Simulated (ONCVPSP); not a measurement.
## Reading a pseudo-wave (zirconium (Zr))

Columns: radius, all-electron u(r) and pseudo u(r) of the 4s shell (level -52.42 eV) of zirconium in the configuration [Ar] 3d10 4s2 4p6 4d3 5s1; PBE, scalar-relativistic, ONCV scheme, ONCVPSP 4.0.1.

```csv
r (bohr),all-electron,pseudo
0.095,0.3353,0.0553
0.190,0.0029,0.1198
0.285,-0.4730,0.2006
0.380,-0.5311,0.3006
0.475,-0.2834,0.4179
0.570,0.0765,0.5460
0.665,0.4230,0.6752
0.760,0.6991,0.7943
0.855,0.8898,0.8927
0.950,1.0009,0.9621
1.045,1.0458,0.9982
1.140,1.0405,1.0009
1.235,0.9995,0.9734
1.330,0.9356,0.9217
1.425,0.8586,0.8528
1.520,0.7759,0.7743
1.615,0.6927,0.6924
1.710,0.6123,0.6122
1.805,0.5368,0.5368
1.900,0.4676,0.4675
1.995,0.4051,0.4050
2.090,0.3493,0.3492
2.185,0.3000,0.2999
2.280,0.2568,0.2568
2.375,0.2192,0.2192
2.470,0.1867,0.1867
```

**Question.** How many radial nodes do the two functions have?

**Answer.** The all-electron 4s function has n − l − 1 = 3 (the table is too coarse to show those close to the nucleus); the pseudo-wave has 0, since the states of the same l below it are removed with the core.

**Question.** At about which radius was the pseudo-wave matched?

**Answer.** 1.75 bohr. The columns agree to 0.0005 from 1.61 bohr on; several derivatives are matched, so the curves merge somewhat inside the radius.

**Question.** Is the pseudo-wave norm-conserving?

**Answer.** Yes: the ONCV scheme keeps the norm inside the radius equal to the all-electron one, which fixes the energy derivative of the logarithmic derivative at the level.
